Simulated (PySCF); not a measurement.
**Removal energies of V(5+) from EOM-IP-GCCSD**

Reference: closed-shell V(5+), [Ar]; one electron is removed. Calculated with PySCF 2.14, two-component X2C-1e with screened spin-orbit coupling, x2c-TZVPPall-2c with one added diffuse shell each of s, p, d, f type (7s8p5d3f1g, 86 functions); frozen 1s2; of the others 110 kept and the rest restored at second order. No Breit or QED terms. Binding energies in eV.

```tsv
level	Koopmans	second order	EOM-CCSD
2p1/2	633.78	622.65	624.16
2p3/2	626.47	615.48	616.97
3s1/2	162.85	156.45	155.33
3p1/2	129.11	128.73	128.88
3p3/2	128.09	127.74	127.90
```

In EOM-CCSD the overlap with the one-orbital guess is low for 3s1/2 (weight 0.78). That can mean mixing with two-hole, one-particle states, where second order and EOM-CCSD lose accuracy, or only a rotation among the degenerate components of the shell; the terms of those configurations are not listed.

For comparison, the ionisation energy of V(5+) is 128.12 eV (measured; NIST Atomic Spectra Database, ionization energies).

The screened spin-orbit operator tends to give fine-structure splittings of light species too large.
